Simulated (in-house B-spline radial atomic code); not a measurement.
**OLYP excitations of the calcium ion Ca⁸⁺**

Method: OLYP. Computed with a B-spline radial code for spherical atoms: linear response of the closed shell [Ne] 3s2 with the functional's adiabatic kernel; scalar-relativistic (spin-free one-electron X2C), finite nucleus, no spin-orbit coupling, no double excitations, S, P, D and F terms only.

Command:
```bash
python run_td.py task.json out
```
Settings (radii: box in bohr, nucleus in fm):
```
Z                        20
electrons                12
configuration            [Ne] 3s2
hamiltonian              x2c
method                   optx,lyp
box_radius               11.59
rms_radius               3.4776
intervals                70
```

Time taken, with all properties: 0.6 s on 1 thread of Intel(R) Xeon(R) Platinum 8488C (Sapphire Rapids) (shared host).

The lowest states, in the order of their Tamm-Dancoff energies; the method's threshold (minus the highest occupied level) is 178.48 eV. Labels give the largest channel, * marks a mixed state, and oscillator strengths are full-response dipole values. Semilocal kernels can invert the small singlet-triplet splittings of Rydberg terms. Energies in eV:

| state | full response | Tamm-Dancoff | oscillator strength |
| --- | --- | --- | --- |
| 3s → 3p 3P | 15.272 | 16.197 | - |
| 3s → 3p 1P | 25.886 | 26.566 | 1.03 |
| 3s → 3d 3D | 46.59 | 46.93 | - |
| 3s → 3d 1D | 51.36 | 51.38 | - |
| 3s → 4s 3S | 91.55 | 91.59 | - |
| 3s → 4s 1S | 94.26 | 94.33 | - |
| 3s → 4p 3P | 99.41 | 99.44 | - |
| 3s → 4p 1P | ? | ? | ? |
| 3s → 4d 3D | ? | ? | - |
| 3s → 4d 1D | 111.30 | 111.33 | - |

Question: Where does 3s → 4d 3D lie?

Answer: At 110.33 eV in full response, 110.36 eV in Tamm-Dancoff.

Question: Where does 3s → 4p 1P lie?

Answer: At 100.84 eV in full response, 100.89 eV in Tamm-Dancoff, oscillator strength 0.267.

Question: How large is the singlet-triplet splitting of 3s → 3p (P terms) in Tamm-Dancoff?

Answer: 10.4 eV, from the unrounded values.

Question: What polarisabilities and dispersion coefficient does the method give?

Answer: Dipole 1.189 bohr³, quadrupole 0.666 bohr⁵, C6 1.088 hartree·bohr⁶ for two such species.
